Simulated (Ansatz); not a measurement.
Relaxation of BrGaH5NO (9 atoms, charge 0, multiplicity 1), to a largest force component of 0.03 eV/Å in at most 50 steps.

Method: RKS B3LYP-D4/def2-SVP (Ansatz 0.2.0).

```xyz
9
Properties=species:S:1:pos:R:3
Ga 0.096 0.467 -0.503
O -0.103 -0.034 2.424
H -1.069 -0.102 2.425
H 1.397 -0.331 -0.751
N -1.616 0.029 -0.894
H -1.898 -0.834 -1.347
H -2.371 0.703 -0.840
Br 0.212 2.714 0.335
H 0.049 0.941 2.432
```

Question: Where does it end, and by what steps?

Answer: The forces met the threshold. After 12 steps the energy has fallen by 0.437 eV; H3 moved furthest, 0.86 Å. Joined: Ga1–O2 (2.98 → 2.14 Å).

| step | energy less start (eV) | largest force component (eV/Å) | accepted |
| --- | --- | --- | --- |
| 0 | 0.0000 | 0.769 | yes |
| 1 | -0.1156 | 1.093 | yes |
| 2 | -0.2653 | 1.082 | yes |
| 3 | -0.3162 | 0.770 | yes |
| 4 | -0.3651 | 0.444 | yes |
| 5 | -0.3780 | 0.750 | yes |
| 6 | -0.4111 | 0.206 | yes |
| 7 | -0.4216 | 0.212 | yes |
| 8 | -0.4255 | 0.640 | yes |
| 9 | -0.4311 | 0.533 | yes |
| 10 | -0.4368 | 0.059 | yes |
| 11 | -0.4352 | 0.121 | no |
| 12 | -0.4373 | 0.019 | yes |

```xyz
9
Properties=species:S:1:pos:R:3
Ga 0.179 0.513 -0.166
O -0.190 -0.011 1.878
H -1.118 -0.176 1.565
H 1.424 -0.300 -0.621
N -1.621 -0.013 -0.360
H -1.818 -0.819 -0.953
H -2.263 0.733 -0.628
Br 0.327 2.842 0.128
H -0.221 0.783 2.436
```

Whether the end is a true minimum wasn't checked by a vibrational analysis.

Time of the run: 32 s on 4 threads of Arm Neoverse V2 (shared host), peak memory 0.31 GiB.
